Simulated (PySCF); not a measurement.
Compound: C8H5NO.
Atom-mapped SMILES: `[N:1]#[C:2][C:3](=[O:4])[c:5]1[cH:6][cH:7][cH:8][cH:9][cH:10]1` (hydrogens: H11 on C6; H12 on C7; H13 on C8; H14 on C9; H15 on C10)

Level: wB97X-D/pcSseg-2 in PySCF, non-relativistic, on one gas-phase PBE0-D3(BJ)/def2-TZVP geometry that isn't relaxed in the solvent. The solvent is an IEF-PCM continuum (van der Waals radii × 1.2). Specific hydrogen bonds and non-electrostatic terms are outside this model.

Gas phase at wB97X-D/pcSseg-2: HOMO -9.96 eV, LUMO -1.23 eV, dipole 5.06 D.

Q: What does the continuum do to the energy, the frontier levels and the dipole at wB97X-D/pcSseg-2 in chloroform?

A: 
```
   solvent      ε  E(solvent) − E(gas) (kJ/mol)  polarisation term (kJ/mol)  distortion of the solute (kJ/mol)  HOMO (eV)  LUMO (eV)  dipole (D)
chloroform  4.711                        -20.05                      -22.60                               2.55      -9.69      -1.18        6.08
```

Polarisation term: ½ Σ q·V over the induced surface charges. Distortion: the rise of the solute's own energy as its density leaves the gas-phase optimum.

Q: Which radius a makes the point-dipole formula ΔE = −[(ε − 1)/(2ε + 1)]·μ²/a³ give the value in chloroform, with the gas-phase dipole?

A: μ = 1.992 au and |ΔE| = 0.00764 Eh give a = 3.02 Å; the farthest nucleus lies 3.93 Å from the centroid of the nuclei, so such a sphere wouldn't even hold the nuclei. The formula assumes a rigid point dipole at the centre of a sphere.

Shape of the structure used: `[N:1]#[C:2][C:3](=[O:4])[c:5]1[cH:6][cH:7][cH:8][cH:9][cH:10]1`: C2–C3–C5–C6 180°.

Note: wB97X-D ran without an empirical dispersion term, which enters the total energy and its gradient alone.
